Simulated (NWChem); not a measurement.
System: CBrClF2; SMILES BrC(F)(Cl)F

Parts of the log:

```
             Northwest Computational Chemistry Package (NWChem) 7.3.0
             --------------------------------------------------------

 CS  symmetry detected

                             Geometry "geometry" -> ""
                             -------------------------

 Output coordinates in angstroms (scale by  1.889725989 to convert to a.u.)

  No.       Tag          Charge          X              Y              Z
 ---- ---------------- ---------- -------------- -------------- --------------
    1 F                    9.0000    -1.16204689     0.74199928    -1.06991420
    2 C                    6.0000    -0.40408567     0.54824259     0.00000000
    3 F                    9.0000    -1.16204689     0.74199928     1.06991420
    4 Cl                  17.0000     0.95363791     1.69515487     0.00000000
    5 Br                  35.0000     0.20370039    -1.29894501     0.00000000

 Effective nuclear repulsion energy (a.u.)     440.5022971899

      Symmetry information
      --------------------

 Group name             Cs
 Group number              2
 Group order               2
 No. of unique centers     4

                                Z-matrix (autoz)
                                --------

 Units are Angstrom for bonds and degrees for angles

      Type          Name      I     J     K     L     M      Value
      ----------- --------  ----- ----- ----- ----- ----- ----------
    1 Stretch                  1     2                       1.32543
    2 Stretch                  2     3                       1.32543
    3 Stretch                  2     4                       1.77731
    4 Stretch                  2     5                       1.94461
    5 Bend                     1     2     3               107.65055
    6 Bend                     1     2     4               110.03066
    7 Bend                     1     2     5               108.51755
    8 Bend                     3     2     4               110.03066
    9 Bend                     3     2     5               108.51755
   10 Bend                     4     2     5               111.97592

                           NWChem Geometry Optimization
                           ----------------------------

 maximum gradient threshold         (gmax) =   0.000450
 rms gradient threshold             (grms) =   0.000300
 maximum cartesian step threshold   (xmax) =   0.001800
 rms cartesian step threshold       (xrms) =   0.001200
 fixed trust radius                (trust) =   0.300000
 source of zmatrix                         =   autoz

          -------------------
          Energy Minimization
          -------------------

 Using diagonal initial Hessian
 Scaling for Hessian diagonals: bonds = 1.00  angles = 0.25  torsions = 0.10

          --------
          Step   0

                                 NWChem DFT Module
                                 -----------------

 Summary of "ao basis" -> "ao basis" (spherical)
 ------------------------------------------------------------------------------
       Tag                 Description            Shells   Functions and Types
 ---------------- ------------------------------  ------  ---------------------
 F                           6-31g*                  6       14   3s2p1d
 C                           6-31g*                  6       14   3s2p1d
 Cl                          6-31g*                  8       18   4s3p1d
 Br                          6-31g*                 12       32   5s4p3d

      Symmetry analysis of basis
      --------------------------

        a'         59
        a"         33

            General Information
            -------------------
          SCF calculation type: DFT
          Wavefunction type:  closed shell.
          No. of atoms     :     5
          No. of electrons :    76
           Alpha electrons :    38
            Beta electrons :    38
          Charge           :     0
          Spin multiplicity:     1
          Use of symmetry is: on ; symmetry adaption is: on
          Maximum number of iterations: 150
          AO basis - number of functions:    92
                     number of shells:    38
          Convergence on energy requested:  1.00D-06
          Convergence on density requested:  1.00D-05
          Convergence on gradient requested:  5.00D-04

              XC Information
              --------------
                         B3LYP Method XC Potential
                     Hartree-Fock (Exact) Exchange  0.200
                        Slater Exchange Functional  0.800 local
                    Becke 1988 Exchange Functional  0.720 non-local
              Lee-Yang-Parr Correlation Functional  0.810
                  VWN I RPA Correlation Functional  0.190 local

             Grid Information
             ----------------
          Grid used for XC integration:  medium
          Radial quadrature: Mura-Knowles
          Angular quadrature: Lebedev.
          Tag              B.-S. Rad. Rad. Pts. Rad. Cut. Ang. Pts.
          ---              ---------- --------- --------- ---------
          F                   0.50       49           8.0       434
          C                   0.70       49           7.0       434
          Cl                  1.00       88          10.0       590
          Br                  1.15      112           9.0       590
          Grid pruning is: on
          Number of quadrature shells:   298
          Spatial weights used:  Erf1

      Superposition of Atomic Density Guess
      -------------------------------------

 Sum of atomic energies:       -3267.94277944

      Non-variational initial energy
      ------------------------------

 Total energy =   -3269.104663
 1-e energy   =   -5424.826920
 2-e energy   =    1715.219960
 HOMO         =      -0.370720
 LUMO         =       0.040166

      Symmetry analysis of molecular orbitals - initial
      -------------------------------------------------

  Numbering of irreducible representations:

     1 a'          2 a"

  Orbital symmetries:

     1 a'          2 a'          3 a'          4 a'          5 a'
     6 a"          7 a'          8 a"          9 a'         10 a'
    11 a'         12 a'         13 a'         14 a"         15 a'
    16 a'         17 a"         18 a'         19 a'         20 a"
    21 a'         22 a"         23 a'         24 a"         25 a'
    26 a'         27 a'         28 a"         29 a'         30 a'
    31 a"         32 a"         33 a'         34 a'         35 a"
    36 a'         37 a"         38 a'         39 a'         40 a'
    41 a"         42 a'         43 a'         44 a'         45 a"
    46 a'         47 a'         48 a'

   convergence    iter        energy       DeltaE   RMS-Dens  Diis-err
 ---------------- ----- ----------------- --------- --------- ---------
 d= 0,ls=0.0,diis     1  -3271.5876677966 -3.71D+03  2.31D-02  2.05D+00
 d= 0,ls=0.0,diis     2  -3271.0919869004  4.96D-01  1.55D-02  7.28D+00
 d= 0,ls=0.0,diis     3  -3271.8274262425 -7.35D-01  1.65D-03  6.84D-03
 d= 0,ls=0.0,diis     4  -3271.8280329914 -6.07D-04  7.29D-04  2.74D-03
 d= 0,ls=0.0,diis     5  -3271.8284230025 -3.90D-04  1.37D-04  4.53D-04
  Resetting Diis
 d= 0,ls=0.0,diis     6  -3271.8284552156 -3.22D-05  2.50D-05  1.12D-05
 d= 0,ls=0.0,diis     7  -3271.8284562982 -1.08D-06  7.45D-06  3.60D-07
 d= 0,ls=0.0,diis     8  -3271.8284562958  2.37D-09  4.26D-06  3.33D-07

         Total DFT energy =    -3271.828456295842
      One electron energy =    -5424.169200953649
           Coulomb energy =     1857.821274521601
    Exchange-Corr. energy =     -145.982827053657
 Nuclear repulsion energy =      440.502297189863

 Numeric. integr. density =       75.999994650212

                  Occupations of the irreducible representations
                  ----------------------------------------------

                     irrep           alpha         beta
                     --------     --------     --------
                     a'               26.0         26.0
                     a"               12.0         12.0

                       DFT Final Molecular Orbital Analysis
                       ------------------------------------

[...]

      ----------------------
      Optimization converged
      ----------------------

  Step       Energy      Delta E   Gmax     Grms     Xrms     Xmax
  ---- ---------------- -------- -------- -------- -------- --------
@    5   -3271.82886150 -2.2D-07  0.00011  0.00004  0.00028  0.00051
                                     ok       ok       ok       ok

                                Z-matrix (autoz)
                                --------

 Units are Angstrom for bonds and degrees for angles

      Type          Name      I     J     K     L     M      Value     Gradient
      ----------- --------  ----- ----- ----- ----- ----- ---------- ----------
    1 Stretch                  1     2                       1.33212   -0.00003
    2 Stretch                  2     3                       1.33212   -0.00003
    3 Stretch                  2     4                       1.78338    0.00011
    4 Stretch                  2     5                       1.96510   -0.00002
    5 Bend                     1     2     3               108.66871    0.00000
    6 Bend                     1     2     4               109.28168   -0.00000
    7 Bend                     1     2     5               108.80837    0.00001
    8 Bend                     3     2     4               109.28168   -0.00000
    9 Bend                     3     2     5               108.80837    0.00001
   10 Bend                     4     2     5               111.93381   -0.00002

                         Geometry "geometry" -> "geometry"
                         ---------------------------------

 Output coordinates in angstroms (scale by  1.889725989 to convert to a.u.)

  No.       Tag          Charge          X              Y              Z
 ---- ---------------- ---------- -------------- -------------- --------------
    1 F                    9.0000    -1.15989189     0.74972197    -1.08226175
    2 C                    6.0000    -0.41025885     0.54646391     0.00000000
    3 F                    9.0000    -1.15989189     0.74972197     1.08226175
    4 Cl                  17.0000     0.94919396     1.70072324     0.00000000
    5 Br                  35.0000     0.21000751    -1.31818009     0.00000000

 Effective nuclear repulsion energy (a.u.)     437.4088143722

      Symmetry information
      --------------------

 Group name             Cs
 Group number              2
 Group order               2
 No. of unique centers     4

                Final and change from initial internal coordinates
                --------------------------------------------------

                                Z-matrix (autoz)
                                --------

 Units are Angstrom for bonds and degrees for angles

      Type          Name      I     J     K     L     M      Value       Change
      ----------- --------  ----- ----- ----- ----- ----- ---------- ----------
    1 Stretch                  1     2                       1.33212    0.00669
    2 Stretch                  2     3                       1.33212    0.00669
    3 Stretch                  2     4                       1.78338    0.00607
    4 Stretch                  2     5                       1.96510    0.02049
    5 Bend                     1     2     3               108.66871    1.01816
    6 Bend                     1     2     4               109.28168   -0.74899
    7 Bend                     1     2     5               108.80837    0.29082
    8 Bend                     3     2     4               109.28168   -0.74899
    9 Bend                     3     2     5               108.80837    0.29082
   10 Bend                     4     2     5               111.93381   -0.04211

 ==============================================================================
                                internuclear distances
 ------------------------------------------------------------------------------
       center one      |      center two      | atomic units |  angstroms
 ------------------------------------------------------------------------------
    2 C                |   1 F                |     2.51735  |     1.33212
    3 F                |   2 C                |     2.51735  |     1.33212
    4 Cl               |   2 C                |     3.37009  |     1.78338
    5 Br               |   2 C                |     3.71351  |     1.96510
 ------------------------------------------------------------------------------
                         number of included internuclear distances:          4
 ==============================================================================

[second-derivative integrals and response iterations left out]

  Vibrational analysis via the FX method

  See chapter 2 in "Molecular Vibrations" by Wilson, Decius and Cross

  Vib: Default input used

[...]

 Rotational Constants
 --------------------
 A=   0.127077 cm-1  (  0.182831 K)
 B=   0.054599 cm-1  (  0.078555 K)
 C=   0.047837 cm-1  (  0.068825 K)

 Temperature                      =   298.15K
 frequency scaling parameter      =   1.0000

 Zero-Point correction to Energy  =    7.825 kcal/mol  (  0.012470 au)
 Thermal correction to Energy     =   10.986 kcal/mol  (  0.017507 au)
 Thermal correction to Enthalpy   =   11.578 kcal/mol  (  0.018451 au)

 Total Entropy                    =   76.444 cal/mol-K
   - Translational                =   41.190 cal/mol-K (mol. weight = 164.8822)
   - Rotational                   =   27.964 cal/mol-K (symmetry #  =        1)
   - Vibrational                  =    7.290 cal/mol-K

 Cv (constant volume heat capacity) =   15.970 cal/mol-K
   - Translational                  =    2.979 cal/mol-K
   - Rotational                     =    2.979 cal/mol-K
   - Vibrational                    =   10.011 cal/mol-K

[normal modes left out]

 ----------------------------------------------------------------------------
 Normal Eigenvalue ||           Projected Infra Red Intensities
  Mode   [cm**-1]  || [atomic units] [(debye/angs)**2] [(KM/mol)] [arbitrary]
 ------ ---------- || -------------- ----------------- ---------- -----------
    1       -0.000 ||    0.000001           0.000         0.001       0.000
    2       -0.000 ||    0.000001           0.000         0.001       0.000
    3       -0.000 ||    0.000003           0.000         0.003       0.000
    4        0.000 ||    0.000001           0.000         0.001       0.000
    5        0.000 ||    0.000000           0.000         0.000       0.000
    6        0.000 ||    0.000000           0.000         0.000       0.000
    7      210.511 ||    0.000027           0.001         0.027       0.004
    8      289.664 ||    0.000003           0.000         0.003       0.001
    9      322.020 ||    0.001331           0.031         1.298       0.199
   10      402.246 ||    0.000641           0.015         0.625       0.096
   11      429.198 ||    0.000809           0.019         0.789       0.121
   12      637.944 ||    0.017303           0.399        16.868       2.581
   13      835.795 ||    0.454927          10.496       443.485      67.866
   14     1129.026 ||    0.316864           7.310       308.895      47.270
   15     1220.021 ||    0.213584           4.928       208.212      31.862
 ----------------------------------------------------------------------------
```

Level: B3LYP/6-31G* (spherical d). This build's default masses of Se (78.918 u) and Br (79.917 u) are each other's, which moves their modes by up to 0.6 %. B3LYP is NWChem's, with the RPA form of VWN correlation.

Problem. Reconstruct the input file.

Solution. Several could match; the one computed here: the input that was run:
```
start job
memory heap 200 mb stack 900 mb global 1100 mb
geometry units angstroms
  F     -0.831843    -1.266826    -0.920284
  C     -0.620067    -0.380666     0.042329
  F     -0.864050    -0.978589     1.199798
  Cl    -1.704152     1.012600    -0.163561
  Br     1.252553     0.141816    -0.000248
end
basis spherical
  * library 6-31g*
end
dft
  xc b3lyp
  iterations 150
end
driver
  maxiter 120
end
task dft optimize
task dft freq
```
